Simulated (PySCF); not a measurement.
Molecule: `C#C[Si@H]([SiH3])C#N`, C3H5NSi2.

Molfile (atoms numbered from 1):
```
C3H5NSi2
     RDKit          3D

 11 10  0  0  0  0  0  0  0  0999 V2000
    2.5969   -1.1460    0.1254 C   0  0  0  0  0  0  0  0  0  0  0  0
    1.6512   -0.3831    0.1853 C   0  0  0  0  0  0  0  0  0  0  0  0
    0.1810    0.6939    0.2930 Si  0  0  2  0  0  4  0  0  0  0  0  0
   -1.7837   -0.5879    0.3077 Si  0  0  0  0  0  4  0  0  0  0  0  0
    0.1356    1.7653   -1.2283 C   0  0  0  0  0  0  0  0  0  0  0  0
    0.0484    2.4201   -2.1818 N   0  0  0  0  0  0  0  0  0  0  0  0
    3.4400   -1.8126    0.0701 H   0  0  0  0  0  0  0  0  0  0  0  0
    0.2885    1.6102    1.4621 H   0  0  0  0  0  0  0  0  0  0  0  0
   -1.8319   -1.4022   -0.9412 H   0  0  0  0  0  0  0  0  0  0  0  0
   -2.9623    0.3258    0.3759 H   0  0  0  0  0  0  0  0  0  0  0  0
   -1.7608   -1.4814    1.5039 H   0  0  0  0  0  0  0  0  0  0  0  0
  1  2  3  0
  2  3  1  0
  3  4  1  0
  3  5  1  0
  5  6  3  0
  1  7  1  0
  3  8  1  1
  4  9  1  0
  4 10  1  0
  4 11  1  0
M  END
```

Geometry PBE0-D3(BJ)/def2-SVP throughout; GIAO in PySCF, gas phase, one conformer, non-relativistic; equivalent atoms averaged; functional PBE0.

For orientation, aug-cc-pVDZ gives these shifts δ (against TMS, NH3 at the same level): C5 118.0, C1 99.2, C2 73.1, Si3 -79.9, Si4 -91.1, N6 336.4, H7 2.58, H8 4.99, H9/H10/H11 3.86 ppm.

A run gave: C5 109.3, C1 97.8, C2 67.0, Si3 -71.5, Si4 -63.9, N6 324.3, H7 2.60, H8 4.78, H9/H10/H11 3.82 ppm (shifts δ (against TMS, NH3 at the same level)).

Which basis set was used in that run?
A. def2-SVP
B. 6-31G*
C. IGLO-III
D. cc-pVTZ
E. 6-311+G(2d,p)

Results:

B. Si4 tells them apart best: 6-31G* gives -63.9, def2-SVP gives -93.9, cc-pVTZ gives -98.4, 6-311+G(2d,p) gives -99.8, IGLO-III gives -101.7 ppm.
